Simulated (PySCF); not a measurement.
## Heteronuclear NMR

Bonds (- single, = double, # triple, : aromatic): C1-C2 1.504 Å, C2=C3 1.302 Å, C3=O4 1.173 Å, C2-O5 1.393 Å, O5-C6 1.384 Å, C6-F7 1.350 Å. C1 carries H8, H9, H10; C6 carries H11, H12.

[PySCF: GIAO PBE0/pcSseg-1 shieldings; spin–spin couplings from B3LYP/pcJ-1 (spin–dipole term only in couplings to heteroatoms); coordinates at the GFN2-xTB level; single conformer; fast rotation and ring inversion assumed for equivalent nuclei; relativity neglected; in vacuum]

**Question.** Predict the 19F NMR data.

**Answer.** 
```
atoms                environment  σ (ppm)  δ (ppm)
   F7  fluorine on an sp3 carbon    350.6   -155.8
```

Shieldings were converted by a linear fit to measured shifts: 19F (scatter 6.0 ppm rms, 7.0 ppm with the 5 outliers that the fit left out vs CFCl3, solution or neat liquid, with a term for F on sp3 carbon). Occasional misses reach two or three times the rms, and more in compound classes unlike the fitted ones. Couplings are scaled by factors fitted to measured values: 2J(H,H) × 0.95 (rms 1.3 Hz), 1J(C,F) × 0.77 (rms 8.7 Hz), 3J(C,F) × 1.46 (rms 1.5 Hz); all others are unscaled and can be 10–30 % off.

Couplings (the largest are listed; each averaged over equivalent pairs): 1J(C6,F7) = -206.6 Hz, 2J(O5,F7) = -57.3 Hz, 2J(F7,H11) = 51.0 Hz, 3J(C2,F7) = 13.4 Hz.

On a 400 MHz spectrometer 19F resonates near 376.4 MHz, so 1 ppm is 376.4 Hz.

**Question.** Predict the 17O NMR data.

**Answer.** 
| atoms | environment | σ (ppm) | δ (ppm) |
| --- | --- | --- | --- |
| O4 | carbonyl oxygen | -224.6 | 471.3 |
| O5 | ether oxygen | 305.6 | -11.6 |

Shieldings were converted by a linear fit to measured shifts: 17O (scatter 10.7 ppm rms, 12.2 ppm with the 3 outliers that the fit left out vs liquid water, solution or neat liquid). A few per cent of atoms miss by over 2 rms, more outside the fitted compound classes. Couplings are scaled by factors fitted to measured values: 2J(H,H) × 0.95 (rms 1.3 Hz), 1J(C,F) × 0.77 (rms 8.7 Hz), 3J(C,F) × 1.46 (rms 1.5 Hz); all others are unscaled and can be 10–30 % off.

Couplings (the largest are listed; each averaged over equivalent pairs; quadrupolar broadening usually hides them): 1J(C3,O4) = 34.2 Hz, 1J(C2,O5) = 24.2 Hz, 1J(O5,C6) = 20.5 Hz, 2J(O5,F7) = -57.3 Hz, 2J(C1,O5) = -11.1 Hz, 2J(C2,O4) = 9.5 Hz, 2J(O5,H11) = -3.9 Hz, 3J(O5,H8) = -4.4 Hz, 3J(C1,O4) = -1.2 Hz.

On a 400 MHz spectrometer 17O resonates near 54.2 MHz, so 1 ppm is 54.2 Hz.
